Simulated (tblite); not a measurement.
C6H4FNS.
SMILES: `Fc1cc2sccc2[nH]1`

Method: GFN2-xTB as coded in tblite; computed harmonic values from a numerical Hessian at the method's own geometry, unscaled. Against measured fundamentals such values can be off by several per cent, at times by over 20.

Harmonic wavenumbers (cm⁻¹): 149.0, 246.3, 279.7, 329.7, 437.5, 445.7, 472.3, 519.0, 550.3, 568.1, 620.6, 695.0, 737.3, 783.0, 796.2, 808.3, 828.3, 997.5, 1040.6, 1074.4, 1117.1, 1135.7, 1226.8, 1363.9, 1399.0, 1428.8, 1501.3, 1545.9, 1571.7, 3136.1, 3168.9, 3202.7, 3493.0.

A = 3966, B = 1010, C = 804.8 MHz; mass 141.005 u (most abundant isotopes); point group Cs, symmetry number 1.

Zero-point energy?

Half the sum of the wavenumbers: 18835 cm⁻¹ = 225.31 kJ/mol.

Give the ideal-gas entropy at 500 K and 1 bar in the rigid-rotor, harmonic-oscillator model (classical rotation).

Translation 181.32, rotation 127.75, vibration 119.30: S = 428.4 J/(mol K).

And Cp and H(500 K) − H(0)?

Cp = 183.86 J/(mol K), of which vibrations give 150.60 (their classical limit is 33 R = 274.4); H(500 K) − H(0) = 52.58 kJ/mol without the zero-point energy, 35.95 from vibrations.

Which modes carry the vibrational entropy at 500 K?

149.0 cm⁻¹: 15.42; 246.3 cm⁻¹: 11.35; 279.7 cm⁻¹: 10.34; 329.7 cm⁻¹: 9.06; 437.5 cm⁻¹: 6.93; 445.7 cm⁻¹: 6.79 J/(mol K); the other 27 give 59.42 together.

What must be added to the electronic energy to get the Gibbs energy at 500 K and 1 bar?

ZPE + [H(500 K) − H(0)] − T·S = 225.31 + 52.58 − 214.19 = 63.70 kJ/mol.

Blend soft modes into free rotors: weight 1/[1 + (100 cm⁻¹/ν̃)⁴] for the oscillator and the rest for a rotor with moment μB/(μ + B), μ = h/(8π²ν), B = 10⁻⁴⁴ kg m². What vibrational entropy results?

118.79 J/(mol K) in place of 119.30, which changes −T·S at 500 K by +0.26 kJ/mol.

How do the functions run with temperature in this model?

| T (K) | S (J/(mol K)) | Cp (J/(mol K)) | H − H(0) (kJ/mol) | G − H(0) (kJ/mol) | ln q(vib) |
| --- | --- | --- | --- | --- | --- |
| 150 | 284.7 | 66.9 | 6.66 | -36.05 | 0.55 |
| 250 | 328.2 | 106.9 | 15.35 | -66.71 | 1.70 |
| 298.15 | 348.6 | 125.0 | 20.93 | -83.01 | 2.38 |
| 400 | 390.2 | 158.3 | 35.42 | -120.65 | 4.00 |
| 600 | 463.7 | 203.6 | 71.99 | -206.23 | 7.44 |
| 900 | 554.2 | 241.0 | 139.29 | -359.45 | 12.51 |

q(vib) and H(0) count from the zero-point level.

Hindered rotation and anharmonicity are outside this model.
